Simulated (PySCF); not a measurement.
SMILES CC[O][GaH][CH2]C, GFN2-xTB optimised geometry.

```
17

Ga    -0.85     1.32     0.00
H     -1.81     2.55     0.00
C      1.21     1.32     0.00
C      1.76     2.74    -0.04
H      1.57     0.75    -0.86
H      1.57     0.80     0.89
H      1.41     3.32     0.82
H      1.43     3.26    -0.94
H      2.85     2.74    -0.03
O     -1.91    -0.03     0.00
C     -2.21    -1.41    -0.01
C     -0.95    -2.26    -0.08
H     -2.77    -1.65     0.91
H     -2.85    -1.62    -0.87
H     -0.31    -2.05     0.78
H     -1.21    -3.32    -0.09
H     -0.40    -2.02    -0.99
```

Density from B3LYP/def2-SVP (PySCF) at that geometry.

Minimum of the electron density along straight lines between bonded atoms, close to the bond critical point (lines longer than 1.1 times the sum of covalent radii, or with two minima, are not listed):

| bond | length / Å | ρ at the minimum / e bohr⁻³ | ∇²ρ there / e bohr⁻⁵ | position (fraction from the first atom) |
|---|---|---|---|---|
| Ga1–H2 | 1.558 | ? | 0.15 | 0.59 |
| Ga1–C3 | 2.059 | 0.101 | 0.10 | 0.47 |
| C3–C4 | 1.527 | 0.241 | ? | 0.50 |
| C3–H5 | 1.096 | 0.270 | -0.95 | 0.62 |
| C3–H6 | 1.096 | 0.270 | -0.94 | 0.62 |
| C4–H7 | 1.090 | 0.276 | -1.01 | 0.62 |
| C4–H8 | 1.090 | 0.276 | -1.01 | 0.62 |
| C4–H9 | 1.091 | 0.276 | -1.00 | 0.62 |
| Ga1–O10 | 1.724 | ? | 1.01 | 0.49 |
| O10–C11 | 1.406 | 0.253 | -0.37 | 0.66 |
| C11–C12 | 1.524 | 0.251 | -0.60 | 0.50 |
| C11–H13 | 1.097 | 0.281 | -1.05 | 0.63 |
| C11–H14 | 1.097 | 0.281 | -1.06 | 0.63 |
| C12–H15 | 1.090 | 0.276 | -1.00 | 0.62 |
| C12–H16 | 1.087 | 0.276 | -1.01 | 0.62 |
| C12–H17 | 1.089 | 0.276 | -1.00 | 0.62 |

Question: Complete the blanks.

Answer: 
- Ga1–H2, ρ at the minimum / e bohr⁻³: 0.116
- C3–C4, ∇²ρ there / e bohr⁻⁵: -0.54
- Ga1–O10, ρ at the minimum / e bohr⁻³: 0.137
